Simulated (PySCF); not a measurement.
Job file and geometry (Å, from PBE0-D3(BJ)/def2-SVP) of an NMR shielding run on `InChI=1S/C3H14Ge3/c1-3-6(2,4)5/h3H2,1-2,4-5H3`, GIAO PBE0/pcSseg-1 NMR shielding, non-relativistic, gas phase (PySCF); density fitting, a coarse starting grid and PySCF grid level 2 are the driver's defaults:

```
{"job": {"kind": "nmr", "xc": "PBE0", "basis": "pcSseg-1"}, "charge": 0, "multiplicity": 1}
C     -2.056622    -0.950191    -0.952253
C     -1.171881    -1.163484     0.267653
Ge     0.386477     0.043084     0.353756
C      1.456393    -0.370395     1.946552
Ge    -0.395421     2.340584     0.446489
Ge     1.728589    -0.254545    -1.648103
H     -2.915948    -1.639631    -0.957725
H     -1.503075    -1.111442    -1.891198
H     -2.460442     0.074431    -0.989400
H     -1.744730    -1.019233     1.199198
H     -0.785032    -2.196059     0.298435
H      1.805967    -1.412771     1.905763
H      0.851098    -0.238190     2.855637
H      2.332549     0.290391     2.010147
H      0.764834     3.311129     0.745677
H     -1.453213     2.511148     1.558639
H     -1.040276     2.770023    -0.886436
H      0.969060     0.212039    -2.906175
H      3.039135     0.553749    -1.561919
H      2.100937    -1.740028    -1.845279
```

**Question.** Write the output of this run.

**Answer.** 
```
coarse grid: 72400 points
cycle   1  E = -6352.0220075501  dE = -1.997e+00  |g| = 1.455e+00  |ddm| = 4.105e+00
cycle   2  E = -6351.9623628677  dE =  5.964e-02  |g| = 1.434e+00  |ddm| = 1.352e+00
cycle   3  E = -6352.1568476121  dE = -1.945e-01  |g| = 1.514e-01  |ddm| = 9.138e-01
cycle   4  E = -6352.1607851663  dE = -3.938e-03  |g| = 4.744e-02  |ddm| = 1.785e-01
cycle   5  E = -6352.1614160848  dE = -6.309e-04  |g| = 6.532e-03  |ddm| = 4.966e-02
cycle   6  E = -6352.1614245151  dE = -8.430e-06  |g| = 2.169e-03  |ddm| = 8.647e-03
final grid: 147952 points
cycle   7  E = -6352.1613713679  dE =  5.228e-07  |g| = 2.727e-03  |ddm| = 6.380e-03
cycle   8  E = -6352.1613698768  dE =  1.491e-06  |g| = 3.689e-03  |ddm| = 6.672e-03
cycle   9  E = -6352.1613735001  dE = -3.623e-06  |g| = 2.902e-04  |ddm| = 3.587e-03
cycle  10  E = -6352.1613735179  dE = -1.784e-08  |g| = 3.612e-05  |ddm| = 3.127e-04
cycle  11  E = -6352.1613735181  dE = -1.974e-10  |g| = 5.021e-06  |ddm| = 2.845e-05
converged SCF energy = -6352.1613735181

GIAO shielding tensors (ppm)
atom      isotropic    diamagn.    paramagn.     s11        s22        s33       span
  0 C      171.648     247.102     -75.454    163.681    165.749    185.514     21.833
  1 C      170.979     252.436     -81.457    162.827    171.239    178.871     16.044
  2 Ge    1440.029    2759.090   -1319.061   1366.055   1414.613   1539.419    173.364
  3 C      185.926     252.164     -66.238    179.462    187.025    191.291     11.829
  4 Ge    1658.469    2757.013   -1098.544   1628.762   1655.747   1690.898     62.136
  5 Ge    1659.741    2757.040   -1097.299   1629.763   1658.360   1691.100     61.337
  6 H       29.863      27.880       1.983     24.330     26.320     38.938     14.609
  7 H       30.337      31.085      -0.748     24.420     30.941     35.649     11.229
  8 H       30.352      31.094      -0.742     24.500     30.878     35.676     11.176
  9 H       30.310      32.521      -2.211     25.066     28.602     37.261     12.196
 10 H       30.326      32.514      -2.188     25.034     28.637     37.307     12.273
 11 H       30.796      30.796      -0.000     25.108     27.952     39.327     14.220
 12 H       30.787      30.768       0.018     25.107     27.929     39.324     14.216
 13 H       30.888      30.484       0.404     25.427     28.005     39.231     13.804
 14 H       27.804      29.110      -1.305     21.116     22.887     39.410     18.293
 15 H       27.734      29.206      -1.472     21.061     22.609     39.533     18.472
 16 H       27.630      29.275      -1.646     20.865     23.327     38.697     17.832
 17 H       27.628      29.305      -1.677     20.876     23.329     38.679     17.803
 18 H       27.811      29.122      -1.311     21.110     22.928     39.397     18.287
 19 H       27.739      29.213      -1.475     21.080     22.560     39.575     18.495
```

**Question.** Turn these shieldings into chemical shifts. Scale: 13C (σref 184.41), 1H (σref 31.27) against TMS; GeMe4 for 73Ge (σref 1330.28) (reference shieldings calculated alike).

**Answer.** Averaging equivalent atoms: C 1: 13.4; C 0: 12.8; C 3: -1.5; Ge 2: -110; Ge 4/5: -329; H 14/15/16/17/18/19: 3.54; H 6/7/8: 1.08; H 9/10: 0.95; H 11/12/13: 0.44 ppm. 

Relativistic effects, spin–orbit coupling among them, are left out; they matter for Ge and for the light atoms bonded to it.

Size and cost of the density-fitted run: 244 basis functions, 99 s wall time on 1 thread of an Arm Neoverse N1, shared host.
